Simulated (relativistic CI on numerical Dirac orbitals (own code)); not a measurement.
Calculated at this level of theory: Dirac-Coulomb-Breit CI, separate exchange-only KLI orbitals for each configuration, QED by a radiative potential, unscaled Slater integrals (own radial code, finite nucleus).

Configurations in the expansion (outside the closed core 1s2): 2s2 2p3, 2s 2p4, 2p5, 2p4 3s, 2s2 2p2 3s, 2p4 3p, 2p4 3d, 2s2 2p2 3p, 2s2 2p2 3d, 2s 2p3 3s, 2s 2p3 3p, 2s 2p3 3d, 2s2 2p2 4s, 2s2 2p2 4p, 2s2 2p2 4d, 2s2 2p2 4f, 2s2 2p 3s2, 2s2 2p 3s 3p, 2s 2p3 4s, 2s 2p3 4p, 2s2 2p2 5s, 2s2 2p 3s 3d, 2s2 2p 3p2, 2s2 2p2 5p, 2s 2p3 4d, 2s2 2p2 5d, 2s 2p3 4f, 2s2 2p2 5f, 2s2 2p2 5g, 2s2 2p 3p 3d, 2s 2p2 3s2, 2s2 2p 3d2, 2s 2p2 3s 3p, 2s 2p2 3s 3d, 2s 2p2 3p2, 2s 2p2 3p 3d. Levels of other configurations are missing.

At this charge energies of transitions that change n are usually good to better than 1 %, and those within a shell (Δn = 0) to a few per cent.

Outline of the computed level scheme of Pt LXXII. Lowest level of each configuration: 2s2 2p3 2P°_3/2 at 0.0 eV; 2s 2p4 4P_5/2 at 2156.5 eV; 2p5 2P°_3/2 at 4506.0 eV; 2s2 2p2 3s 4P_1/2 at 9786.9 eV; 2s2 2p2 3p 2P°_1/2 at 9901.6 eV; 2s2 2p2 3d 2D_3/2 at 10538.0 eV; 2s 2p3 3s 4P°_5/2 at 11917.0 eV; 2s 2p3 3p 4P_3/2 at 12042.4 eV.

Some strong electric-dipole decays among the lowest 45 levels: 2s2 2p2 3d 2D_5/2 → 2s2 2p3 2P°_3/2 (1.8e+15 s⁻¹); 2s 2p3 3p 2P_1/2 → 2s2 2p3 2P°_3/2 (6.8e+14 s⁻¹); 2s 2p3 3p 2D_5/2 → 2s2 2p3 2P°_3/2 (6.6e+14 s⁻¹); 2s 2p3 3p 2D_3/2 → 2s2 2p3 2P°_3/2 (4.4e+14 s⁻¹); 2s2 2p2 3d 2D_3/2 → 2s2 2p3 2P°_3/2 (3.2e+14 s⁻¹); 2s2 2p2 3d 4F_3/2 → 2s2 2p3 2P°_3/2 (3.1e+14 s⁻¹); 2s2 2p2 3s 4P_1/2 → 2s2 2p3 2P°_3/2 (3.0e+14 s⁻¹); 2s 2p3 3p 4P_3/2 → 2s2 2p3 2P°_3/2 (2.6e+14 s⁻¹).

LS names give the leading component of a level, which can be under half, so a name can repeat, a term be missing and a line seem to break the LS rules.
